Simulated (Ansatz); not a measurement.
Species: C8H20Sn, SMILES `C[CH2][Sn]([CH2]C)([CH2]C)[CH2]C` (charge 0, multiplicity 1).

### Question
Give a relaxed geometry from B3LYP-D3(BJ)/def2-SVP in Ansatz (a first-principles code).

### Answer
This is not unique; one that fits is the end point of this relaxation, one of several conformers (outside a Z-matrix the atoms follow the SMILES, hydrogens last).
Cartesian coordinates (Å) in one orientation:
```xyz
29

C     -2.235    -0.510     2.108
C     -0.758    -0.112     2.047
Sn     0.007     0.010     0.001
C     -1.235     1.436    -1.099
C     -1.345     2.795    -0.402
C     -0.076    -1.956    -0.955
C      0.523    -1.960    -2.363
C      2.094     0.666     0.009
C      3.037    -0.352     0.656
H     -2.874     0.209     1.568
H     -2.410    -1.500     1.655
H     -2.609    -0.558     3.146
H     -0.596     0.872     2.517
H     -0.132    -0.830     2.600
H     -2.230     0.978    -1.225
H     -0.809     1.544    -2.110
H     -1.784     2.701     0.606
H     -0.359     3.273    -0.281
H     -1.979     3.501    -0.967
H      0.457    -2.664    -0.299
H     -1.130    -2.278    -0.972
H     -0.010    -1.267    -3.035
H      0.481    -2.960    -2.830
H      1.582    -1.652    -2.357
H      2.142     1.636     0.530
H      2.382     0.859    -1.038
H      2.770    -0.545     1.708
H      3.009    -1.323     0.133
H      4.087    -0.010     0.646
```
